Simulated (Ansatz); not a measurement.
C$_{2}$H$_{5}$Cl$_{3}$OSi, SMILES `CCO[Si](Cl)(Cl)Cl`, relaxed with RKS PBE0-D4/def2-TZVP in the Gaussian-basis code of Ansatz from a PBE-D4/def2-SVP geometry. The force threshold is 0.005 eV/Å; the program also tests the step.

Charge 0, multiplicity 1.

Start:

```xyz
12

C     0.431   -0.883   -1.725
C     0.587   -0.020   -0.489
O    -0.613   -0.115    0.298
Si   -0.865    0.668    1.724
Cl    0.548    0.116    3.122
Cl   -2.735    0.144    2.369
Cl   -0.750    2.712    1.470
H     0.263   -1.942   -1.445
H     1.347   -0.827   -2.348
H    -0.429   -0.544   -2.334
H     0.762    1.044   -0.765
H     1.455   -0.353    0.124
```

Question: How much energy does the relaxation release, and in how many steps? (Best estimate.)

Answer: Computed: 7.95 kJ/mol, in 7 steps.

Question: Which bonds change most? (Best estimate.)

Answer: Ansatz gave: O3–Si4 from 1.646 to 1.607 Å; Si4–Cl5 from 2.063 to 2.034 Å; Si4–Cl7 from 2.063 to 2.034 Å; Si4–Cl6 from 2.046 to 2.018 Å.

Question: Give the relaxed structure. (Estimate.)

Answer: The calculation gave: 
```xyz
12

C     0.422   -0.877   -1.707
C     0.594   -0.014   -0.486
O    -0.589   -0.098    0.307
Si   -0.855    0.658    1.701
Cl    0.524    0.121    3.096
Cl   -2.701    0.136    2.327
Cl   -0.750    2.675    1.468
H     0.255   -1.917   -1.423
H     1.319   -0.827   -2.329
H    -0.430   -0.539   -2.300
H     0.764    1.031   -0.766
H     1.449   -0.348    0.111
```
